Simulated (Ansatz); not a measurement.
`C=C([SiH3])[SiH2]C` + HBr → `C[SiH2]Br` + `C=C[SiH3]` at 298.15 K and 1 bar (ligand exchange at the Si–C bond).

Computed with Ansatz on PBE0-D4/def2-TZVP structures; ΔE is electronic, products minus reactants. CBS: MP2 limit from def2 TZ/QZ plus the TZ coupled-cluster correction, frozen cores. For Br outer-core shells are correlated without core-valence functions, which leaves a few kJ/mol of doubt a bond. Scalar relativity is left out up to krypton. Each species was taken in one conformer, which may not be the lowest.

```csv
species,CCSD(T)/CBS energy (Eh),H − E (kJ/mol),S (J/(mol·K))
`C=C([SiH3])[SiH2]C`,-698.32006,317.8,380.3
HBr,-2573.91920,24.6,198.6
`C[SiH2]Br`,-2903.51417,159.8,309.7
`C=C[SiH3]`,-368.76077,190.7,286.4
```

H − E and S are ideal-gas, rigid-rotor, harmonic terms from PBE0-D4/def2-TZVP, for one conformer and one mirror image of each species. 1 Eh = 2625.50 kJ/mol, R = 8.31446 J/(mol·K).

Task: By hand: ΔE, ΔH, ΔS and ΔG.

Result: ΔE = (-2903.51417) + (-368.76077) − (-698.32006) − (-2573.91920) = -0.03568 Eh = -93.7 kJ/mol. Δ(H − E) = 159.8 + 190.7 − 317.8 − 24.6 = 8.1, so ΔH = -85.6 kJ/mol. ΔS = 309.7 + 286.4 − 380.3 − 198.6 = 17.2 J/(mol·K). ΔG = -85.6 − 298.15 × (17.2)/1000 = -90.7 kJ/mol.

Task: By hand: the equilibrium constant, and the temperature at which ΔG would vanish if ΔH and ΔS stayed fixed.

Result: log₁₀ K = −ΔG/(RT ln 10) = 15.9. ΔH and −TΔS have one sign here, so there is no such temperature.

ΔH outweighs TΔS. A doubt of 5 kJ/mol in ΔE shifts log₁₀ K by 0.9 here. Other conformers and mirror images would add mixing entropy, several J/(mol·K) or more a flexible species. Modes under 60 cm⁻¹, often nearly free rotors, make the harmonic entropy too high. These are equilibria of isolated gas molecules and say nothing of rates. Largest T1 diagnostic: 0.011 (customary marks: 0.02 for closed shells, 0.045 for open ones).
